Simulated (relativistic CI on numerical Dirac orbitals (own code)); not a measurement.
# V⁺: M2,3 absorption edge

Computed with this model: Dirac-Coulomb-Breit CI, separate exchange-only KLI orbitals for each configuration, QED by a radiative potential, valence Slater integrals scaled by 0.7, multiplet model of core-to-valence dipole absorption; configurations [Ar] 3d4 → [Ne] 3s2 3p5 3d5; 300 K; Lorentzian 0.8 eV and Gaussian 0.3 eV FWHM. Energies are those of the free ion, without screening or charge transfer. The branching ratio is the share of the lower-energy edge in the whole absorption, uncertain by about 0.02 where the edges overlap. S is read from ⟨S²⟩ = S(S + 1).

Field parameters in Wybourne normalisation: D3d B²₀ = −7Dσ, B⁴₀ = −14Dq − 21Dτ, B⁴₃ = −14√(10/7) Dq; D4h B²₀ = −7Ds, B⁴₀ = 21(Dq − Dt), B⁴₄ = 21√(5/14) Dq; Oh B⁴₀ = 21Dq, B⁴₄ = √(5/14) B⁴₀. The field is a parameter set, without covalency.

Computed curve for D3d, 10Dq = 9900, Dσ = -500, Dτ = 420 cm⁻¹, scaled to 100 at the maximum (points under 2 are left out and the grid is thinned):

```tsv
Energy (eV)	Intensity
36.9	2.1
37.2	2.9
37.5	4.3
37.7	5.5
38.0	7.6
38.3	8.1
38.6	7.8
38.9	8.3
39.1	8.9
39.4	9.6
39.7	10.2
40.0	11.4
40.3	13.2
40.5	14.5
40.8	17.8
41.1	23.1
41.4	27.2
41.7	29.7
41.9	33.0
42.2	45.6
42.5	71.4
42.8	97.1
43.1	96.5
43.3	88.7
43.6	74.4
43.9	52.2
44.2	38.0
44.5	33.5
44.7	30.5
45.0	24.1
45.3	20.2
45.6	20.3
45.8	22.5
46.1	26.4
46.4	27.6
46.7	28.1
47.0	29.8
47.2	30.5
47.5	27.8
47.8	23.5
48.1	22.9
48.4	28.9
48.6	38.6
48.9	57.9
49.2	59.9
49.5	40.9
49.8	27.0
50.0	23.7
50.3	20.8
50.6	18.4
50.9	16.7
51.2	14.6
51.4	13.8
51.7	11.3
52.0	7.8
52.3	5.4
52.6	3.9
52.8	3.3
53.1	2.6
53.4	2.1
```

The ground state has S = 1.50, and the centroid lies at 45.13 eV.
